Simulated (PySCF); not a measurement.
## Successive Se–H bond energies

Computed with PBE0 in PySCF with Se def2-TZVP, H def2-TZVP; no relativity; density-fitted integrals.

Each entry is the lowest minimum that a search over a few typed start shapes (and spin states, where more than one is plausible) found, or that minimum re-optimised at the stated level; isomers with ligand–ligand bonds, or fragments after loss of a ligand pair, can lie lower.

Total energies (Eh), which compare only within these settings: H atom -0.50106.

```csv
species,2S+1,group,E (Eh),ZPE (kJ/mol)
SeH₄,1,C4v,-2403.52354,78.0
SeH₅,2,C4v,-2404.03864,90.7
SeH₆,1,Oh,-2404.61760,130.1
```

(1) What are De and D0 for SeH₅ → SeH₄ + H?

(2) What are De and D0 for SeH₆ → SeH₅ + H?

## Answers

(1) De = [(-2403.52354) + (-0.50106) − (-2404.03864)] × 2625.5 = 37 kJ/mol. The zero-point energy changes by -12.7 kJ/mol, so D0 = 24 kJ/mol.

(2) De = [(-2404.03864) + (-0.50106) − (-2404.61760)] × 2625.5 = 205 kJ/mol. The zero-point energy changes by -39.5 kJ/mol, so D0 = 165 kJ/mol.

Atoms and open shells are unrestricted, without spin–orbit or basis-set superposition corrections.
